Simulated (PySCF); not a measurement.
GaBi: energy against distance

Set-up: basis Ga cc-pVDZ-PP with ECP10, Bi cc-pVDZ-PP with ECP60; scalar-relativistic core potentials; PySCF 2.14. Energies in eV from Ga + Bi in their ground configurations at the same level. State: ³Σ⁻ (triplet), unpaired electrons π ↑↑.

All columns are r²SCAN. A positive dipole means Ga(−)Bi(+).

```tsv
R (Å)	E (eV)	μ (D)	Mulliken charge on Ga (basis-dependent)	HOMO (eV)	LUMO (eV)	Mayer bond order	⟨S²⟩
2.466	-1.057	0.41	-0.01	-4.21	-4.03	1.36	2.01
2.581	-1.373	-0.03	0.04	-4.26	-3.83	1.31	2.01
2.696	-1.543	-0.47	0.09	-4.30	-3.65	1.27	2.01
2.782	-1.601	-0.79	0.11	-4.30	-3.53	1.24	2.01
2.868	-1.616	-1.11	0.13	-4.30	-3.42	1.21	2.01
2.954	-1.597	-1.42	0.15	-4.29	-3.32	1.19	2.02
3.069	-1.534	-1.82	0.17	-4.26	-3.20	1.15	2.02
3.212	-1.415	-2.29	0.19	-4.21	-3.08	1.10	2.03
3.384	-1.239	-2.78	0.20	-4.14	-2.98	1.03	2.06
3.614	-0.991	-3.28	0.21	-4.05	-2.93	0.90	2.14
```

A fit through these points gives, at Re = 2.859 Å, μ = -1.08 D and dμ/dR = -3.69 D/Å; the reduced mass is 51.83 u.

**Question.** How strong is the fundamental in the double-harmonic approximation, I = 42.26·(dμ/dR)²/μred km/mol?

**Answer.** I = 42.26·(-3.69)²/51.83 = 11.1 km/mol at r²SCAN.

⟨S²⟩ of the unrestricted solution departs from its pure value on part of the curve, where spin states mix. These are scalar-relativistic numbers at best; spin–orbit coupling would shift them, the dissociation energy most. The state was picked by a PBE0 search and need not be the measured ground state.
